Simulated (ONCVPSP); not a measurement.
# u(r) = r·R(r): atom against pseudo-atom (La)

Columns: radius, all-electron u(r) and pseudo u(r) of the 5p shell (level -22.40 eV) of lanthanum in the configuration [Kr] 4d10 5s2 5p6 5d1 6s2; PBEsol, scalar-relativistic, ONCV scheme, ONCVPSP 4.0.1.

```
r (bohr)  all-electron  pseudo
   0.132        0.1185  0.0084
   0.265        0.2027  0.0350
   0.398       -0.2449  0.0825
   0.530       -0.4511  0.1526
   0.663       -0.3430  0.2459
   0.795       -0.0757  0.3568
   0.928        0.2219  0.4782
   1.060        0.4760  0.5967
   1.193        0.6657  0.7020
   1.325        0.7871  0.7823
   1.458        0.8510  0.8328
   1.590        0.8686  0.8513
   1.723        0.8523  0.8407
   1.855        0.8131  0.8069
   1.988        0.7589  0.7564
   2.120        0.6972  0.6964
   2.252        0.6324  0.6322
   2.385        0.5673  0.5673
   2.518        0.5047  0.5047
   2.650        0.4465  0.4465
   2.782        0.3929  0.3928
   2.915        0.3439  0.3438
   3.048        0.2999  0.2998
   3.180        0.2610  0.2610
   3.312        0.2266  0.2266
   3.445        0.1962  0.1961
```

**Question.** How many radial nodes do the two functions have?

**Answer.** The all-electron 5p function has n − l − 1 = 3 (the table is too coarse to show those close to the nucleus); the pseudo-wave has 0, since the states of the same l below it are removed with the core.

**Question.** At about which radius was the pseudo-wave matched?

**Answer.** 2.45 bohr. The columns agree to 0.0005 from 2.25 bohr on; several derivatives are matched, so the curves merge somewhat inside the radius.

**Question.** Where does each function peak?

**Answer.** Outermost all-electron maximum near 1.59 bohr, pseudo maximum near 1.59 bohr (to the table’s step).

**Question.** Is the pseudo-wave norm-conserving?

**Answer.** Yes: the ONCV scheme keeps the norm inside the radius equal to the all-electron one, which fixes the energy derivative of the logarithmic derivative at the level.
